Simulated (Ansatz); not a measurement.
Single points on CH3F3Si⁻, that is Si(CF3)H3 with one electron more.

```yaml
crystal:
  periodic: [false, false, false]
  atoms:
    - {symbol: Si, position_ang: [-0.002456, 0.003040, -0.983998]}
    - {symbol: C, position_ang: [0.002339, -0.002916, 0.945880]}
    - {symbol: F, position_ang: [-1.248091, 0.073901, 1.449493]}
    - {symbol: F, position_ang: [0.697333, 1.040341, 1.447573]}
    - {symbol: F, position_ang: [0.561572, -1.127656, 1.441200]}
    - {symbol: H, position_ang: [1.411811, -0.074449, -1.437120]}
    - {symbol: H, position_ang: [-0.642925, 1.269618, -1.427905]}
    - {symbol: H, position_ang: [-0.779582, -1.181879, -1.435123]}
basis:
  gaussian: {orbitals: def2-TZVPD, initial_orbitals: start.molden}
total_charge: -1
magnetization: {spin_polarized: true, initial_magnetization: 1}
hamiltonian: {xc: pbe0, dispersion: d4}
scf: {omitted_lower_state_checks: [starts]}
output: {orbitals: {seedname: orbitals}}
```

The file start.molden holds the orbitals of an earlier run on this structure, at another level or in another basis.

```sh
$ ansatz run in.yaml --threads 4 --pin off --events-out ev --progress --plain --max-ram 3916MiB
```

It prints (some lines left out):

```
Functional definition: PBE0
1214 factors; their error is unknown
mean field evaluation 1: about -17098.0757 eV, gradient 1.6e2 eV
mean field evaluation 2: about -17103.6713 eV, gradient 6.8e0 eV
mean field evaluation 4: about -17104.7801 eV, gradient 2.6e0 eV
mean field evaluation 8: about -17104.9503 eV, gradient 2.4e-1 eV
mean field evaluation 16: about -17104.9506 eV, gradient 2.0e-5 eV
a density is far from that of the atoms, so the factors are made again for it
1586 factors; integrals over basis functions are off by at most 9.5e-4 eV
mean field -17104.95088946 eV, -628.5953510354 hartree, gradient 1.3e-5 eV, S^2 0.750140; 0 other end points of the search recorded, 0 dependent functions left out
reference -17104.95092208 eV, -628.5953522341 hartree; 26, 25 occupied and 201, 202 virtual orbitals, 1586 factors
Total energy: -17105.08708134 eV, -628.6003559949 hartree
Checks for a lower state left out: starts
```

It took 13 s on 4 threads of Arm Neoverse V2 on a shared host, peak host memory 0.78 GiB.

The first input with `hamiltonian: {xc: pbe, dispersion: d4}` (abridged; 9 s):

```
Functional definition: PBE
a density is far from that of the atoms, so the factors are made again for it
mean field evaluation 16: about -17104.2964 eV, gradient 8.4e-2 eV
mean field -17104.28741475 eV, -628.5709687896 hartree, gradient 1.6e-5 eV, S^2 0.750108
Total energy: -17104.45080426 eV, -628.5769732435 hartree
Checks for a lower state left out: starts
```

As the first input, with `hamiltonian: {xc: r2scan, dispersion: d4}` (abridged; 32 s):

```
Functional definition: r2SCAN
a density is far from that of the atoms, so the factors are made again for it
mean field evaluation 16: about -17112.5909 eV, gradient 1.3e-3 eV
mean field -17112.59089132 eV, -628.8761159255 hartree, gradient 1.4e-5 eV, S^2 0.750325
Total energy: -17112.63039217 eV, -628.8775675547 hartree
Checks for a lower state left out: starts
```

Geometry: r2SCAN-D4/def2-SVP, that of the neutral singlet.

At PBE0-D4/def2-TZVPD, PBE-D4/def2-TZVPD, r2SCAN-D4/def2-TZVPD the highest occupied level of the charge -1 doublet lies above zero (up to 2.40 eV). By energy differences it is unbound by 1.08 eV (vertical, against the charge 0 singlet, at r2SCAN-D4/def2-TZVPD) and held by the finite basis.
